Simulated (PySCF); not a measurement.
Compound: C₆H₁₂NP.
Bonds: C1–C2, C2–C3, C2–P4, P4–C5, P4–C6, C6–C7, C7–N8 (triple). Hydrogens: H9, H10, H11 on C1; H12 on C2; H13, H14, H15 on C3; H16, H17, H18 on C5; H19, H20 on C6.

The same species was optimised twice, with GFN2-xTB and with PBE0-D3(BJ)/def2-SVP (PySCF), and the same property calculations (PySCF, gas phase) were run on both structures.

| coordinate | GFN2-xTB | PBE0-D3(BJ)/def2-SVP | change |
| --- | --- | --- | --- |
| C6–C7 (Å) | 1.431 | 1.449 | +0.018 |
| C7≡N8 (Å) | 1.144 | 1.158 | +0.014 |
| C2–P4 (Å) | 1.881 | 1.872 | -0.009 |
| P4–C5 (Å) | 1.850 | 1.847 | -0.003 |
| P4–C6 (Å) | 1.886 | 1.885 | -0.001 |
| C1–C2 (Å) | 1.525 | 1.526 | +0.001 |
| C2–C3 (Å) | 1.525 | 1.525 | 0.000 |
| P4–C6–C7 (°) | 109.1 | 111.4 | +2.3 |
| C2–P4–C5 (°) | 99.1 | 100.7 | +1.6 |
| C5–P4–C6 (°) | 96.7 | 98.0 | +1.3 |
| C1–C2–C3 (°) | 110.1 | 111.2 | +1.1 |
| C6–C7–N8 (°) | 178.7 | 177.6 | -1.1 |
| C2–P4–C6 (°) | 97.3 | 98.0 | +0.7 |
| C1–C2–P4 (°) | 108.7 | 109.3 | +0.6 |
| C3–C2–P4 (°) | 110.3 | 110.4 | +0.1 |
| C1–C2–P4–C5 (°) | -71 | -69 | +2 |
| C2–P4–C6–C7 (°) | 164 | 165 | +1 |

Rotational constants: A = 3327, B = 990.5, C = 823.1 MHz (GFN2-xTB) against A = 3279, B = 975.6, C = 807.7 MHz (PBE0-D3(BJ)/def2-SVP). Point groups within 0.08 Å: C1 and C1.

On the GFN2-xTB structure: HOMO (eV) -7.15 [PBE0/pcSseg-1]; LUMO (eV) 0.39 [PBE0/pcSseg-1]; dipole (D) 4.75 [PBE0/pcSseg-1]; GIAO shielding of C1/C3 (mean) (ppm) 165.5 [PBE0/pcSseg-1]; GIAO shielding of C2 (ppm) 146.1 [PBE0/pcSseg-1]; GIAO shielding of P4 (ppm) 352.7 [PBE0/pcSseg-1]; GIAO shielding of C5 (ppm) 172.2 [PBE0/pcSseg-1]; GIAO shielding of C6 (ppm) 169.3 [PBE0/pcSseg-1]; GIAO shielding of C7 (ppm) 64.8 [PBE0/pcSseg-1]; GIAO shielding of N8 (ppm) -33.6 [PBE0/pcSseg-1].

Q: What do these properties become on the PBE0-D3(BJ)/def2-SVP structure?

A: 
```json
{"property": "HOMO (eV)", "level": "PBE0/pcSseg-1", "on GFN2-xTB": "-7.15", "on PBE0-D3(BJ)/def2-SVP": "-7.04", "change": "+0.11"}
{"property": "LUMO (eV)", "level": "PBE0/pcSseg-1", "on GFN2-xTB": "0.39", "on PBE0-D3(BJ)/def2-SVP": "0.33", "change": "-0.06"}
{"property": "dipole (D)", "level": "PBE0/pcSseg-1", "on GFN2-xTB": "4.75", "on PBE0-D3(BJ)/def2-SVP": "4.83", "change": "+0.08"}
{"property": "energy, GFN2-xTB geometry as zero (kcal/mol)", "level": "PBE0/pcSseg-1", "on GFN2-xTB": "0.0", "on PBE0-D3(BJ)/def2-SVP": "-0.9", "change": "-0.9"}
{"property": "GIAO shielding of C1/C3 (mean) (ppm)", "level": "PBE0/pcSseg-1", "on GFN2-xTB": "165.5", "on PBE0-D3(BJ)/def2-SVP": "164.1", "change": "-1.4"}
{"property": "GIAO shielding of C2 (ppm)", "level": "PBE0/pcSseg-1", "on GFN2-xTB": "146.1", "on PBE0-D3(BJ)/def2-SVP": "147.6", "change": "+1.5"}
{"property": "GIAO shielding of P4 (ppm)", "level": "PBE0/pcSseg-1", "on GFN2-xTB": "352.7", "on PBE0-D3(BJ)/def2-SVP": "348.3", "change": "-4.4"}
{"property": "GIAO shielding of C5 (ppm)", "level": "PBE0/pcSseg-1", "on GFN2-xTB": "172.2", "on PBE0-D3(BJ)/def2-SVP": "171.3", "change": "-0.9"}
{"property": "GIAO shielding of C6 (ppm)", "level": "PBE0/pcSseg-1", "on GFN2-xTB": "169.3", "on PBE0-D3(BJ)/def2-SVP": "166.6", "change": "-2.7"}
{"property": "GIAO shielding of C7 (ppm)", "level": "PBE0/pcSseg-1", "on GFN2-xTB": "64.8", "on PBE0-D3(BJ)/def2-SVP": "62.3", "change": "-2.5"}
{"property": "GIAO shielding of N8 (ppm)", "level": "PBE0/pcSseg-1", "on GFN2-xTB": "-33.6", "on PBE0-D3(BJ)/def2-SVP": "-41.3", "change": "-7.7"}
```

The heavy atoms differ by 0.033 Å rms after alignment. Among bonds between heavy atoms C6–C7 changes most (+0.018 Å). Changes are differences of the printed values. Neither structure is proved a minimum here.

The values belong to the conformer `[CH3:1][CH:2]([CH3:3])[P:4]([CH3:5])[CH2:6][C:7]#[N:8]`: C1–C2–P4–C5 -69°, C2–P4–C6–C7 165°.
